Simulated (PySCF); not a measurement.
**Bond length, frequency and bond energy of AsH by level of theory**

State: ³Σ⁻ (triplet), unpaired electrons π ↑↑. Set-up: basis As def2-TZVPPD, H def2-TZVPPD; no relativity; PySCF 2.14. De refers to As + H in their high-spin ground configurations, without counterpoise correction. The functionals are run spin-unrestricted. A positive dipole means As(−)H(+).

| Level | Re (Å) | ωe (cm⁻¹) | De (eV) | μ (D) |
| --- | --- | --- | --- | --- |
| UHF | 1.517 | 2281 | 1.92 | 0.31 |
| UHF-MP2 | 1.515 | 2236 | 2.63 | n/a |
| UHF-SCS-MP2 | 1.519 | 2218 | 2.75 | n/a |
| UHF-CCSD | 1.524 | 2176 | 2.80 | n/a |
| UHF-CCSD(T) | 1.527 | 2157 | 2.83 | n/a |
| LDA | 1.539 | 2109 | 3.41 | 0.20 |
| PBE | 1.546 | 2089 | 2.96 | 0.13 |
| revPBE | 1.548 | 2081 | 2.89 | 0.12 |
| BLYP | 1.548 | 2060 | 3.07 | 0.06 |
| r²SCAN | 1.528 | 2168 | 3.00 | 0.23 |
| PBE0 | 1.531 | 2174 | 2.91 | 0.21 |
| MN15 | 1.517 | 2212 | 2.92 | 0.18 |
| CAM-B3LYP | 1.525 | 2194 | 3.05 | 0.20 |
| B2PLYP | 1.526 | 2183 | 2.94 | 0.20 |

The bond length runs from 1.515 Å (UHF-MP2) to 1.548 Å (BLYP). De spans 1.92 eV (UHF, mean field) to 3.41 eV (LDA, local density). Correlation at CCSD(T) changes the Hartree–Fock bond energy by +0.91 eV; the triples alone change it by +0.03 eV.

Correlated steps freeze 9 core orbitals. Spin–orbit coupling is left out. B2PLYP dipoles, levels and charges come from its SCF part alone. The state was picked by a PBE0 search and need not be the measured ground state.

The whole job (state search and all levels along the bond) took about 6.9 min on 1 thread of Arm Neoverse V2 (shared host), peak memory 1.3 GiB.
